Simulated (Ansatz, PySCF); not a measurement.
Stretching the Mg1–H2 bond in BrHMg (SMILES [MgH][Br]) (multiplicity 1 held, fragments rigid). Energies count from the point at 1.681 Å.
Geometry at that point (charge 0, multiplicity 1):
```tsv
atom	x (Å)	y (Å)	z (Å)
Mg	0.0000	0.0000	-1.6767
H	0.0000	0.0000	-3.3577
Br	0.0000	0.0000	0.6708
```

U- levels take the lowest unrestricted solution at each point, which mixes spins at long bonds. Active spaces are followed from a long bond inwards. Levels need not reach the same state.

Correlated levels freeze the cores. Filled d and f shells under p-block atoms count as core. Rows in 3-21G carry no dispersion term and start afresh at each structure; the Pople sets are all-electron and without relativity.

The values were computed with Ansatz (a first-principles code); PySCF for 3-21G rows. Values without a source in brackets are computed.

Problem. Estimate the energy at R = 5.379 Å that R-HF/3-21G returns for this input.

Solution. 6.24 eV

Doubts at one or more of the structures used: a restricted determinant that unrestricted orbitals would lower (R-HF/3-21G).
